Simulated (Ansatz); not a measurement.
C$_{6}$H$_{15}$Cl$_{3}$GaP (`CC[P+](CC)(CC)[Ga-]([Cl])([Cl])[Cl]`) at its PBE0-D4/def2-TZVP geometry, where that method's forces vanish. Total charge 0; spin multiplicity 1.

```xyz
26

C    -1.5013    1.5079    1.8155
C    -0.0967    0.9834    1.5504
P     0.0154   -0.0276    0.0439
C    -1.0194   -1.4994    0.3028
C    -0.9987   -2.4599   -0.8784
C     1.7363   -0.5956   -0.0981
C     2.7280    0.5433   -0.2917
Ga   -0.6687    1.1987   -1.8924
Cl   -2.8240    0.9080   -1.9676
Cl    0.4192    0.2581   -3.5255
Cl   -0.0539    3.2419   -1.4654
H    -2.2118    0.6996    1.9967
H    -1.4975    2.1496    2.6981
H    -1.8683    2.0989    0.9744
H     0.5927    1.8190    1.4017
H     0.2788    0.3901    2.3909
H    -2.0346   -1.1265    0.4637
H    -0.6960   -1.9887    1.2278
H    -1.3248   -1.9663   -1.7956
H    -0.0036   -2.8730   -1.0518
H    -1.6757   -3.2948   -0.6899
H     1.9749   -1.1935    0.7880
H     1.7601   -1.2634   -0.9636
H     3.7339    0.1411   -0.4233
H     2.4856    1.1329   -1.1777
H     2.7501    1.2164    0.5671
```

(1) What forces (eV/Å) does r2SCAN-D4/def2-TZVPP give on these atoms in the Gaussian-basis code of Ansatz? (Estimate.)

## Answers

(1) Ansatz gave: 
```
C1  -0.149  0.062  0.040
C2   0.122  0.011  0.040
P3  -0.036  0.067 -0.108
C4  -0.062  0.023  0.112
C5  -0.006 -0.113 -0.122
C6  -0.010 -0.130 -0.003
C7   0.118  0.116 -0.021
Ga8  0.020 -0.033  0.053
Cl9 -0.027  0.006 -0.013
Cl10 0.006 -0.002 -0.029
Cl11 0.001  0.030 -0.010
H12  0.012  0.013 -0.004
H13 -0.004 -0.010 -0.013
H14  0.009 -0.015  0.010
H15 -0.004 -0.003  0.010
H16  0.008 -0.002  0.007
H17  0.004 -0.011  0.004
H18 -0.001 -0.002  0.011
H19  0.009 -0.002  0.018
H20 -0.016  0.008  0.003
H21  0.011  0.010 -0.005
H22  0.002 -0.010  0.005
H23  0.008 -0.001  0.009
H24 -0.014  0.009  0.003
H25 -0.004 -0.011  0.017
H26 -0.002 -0.011 -0.014
```
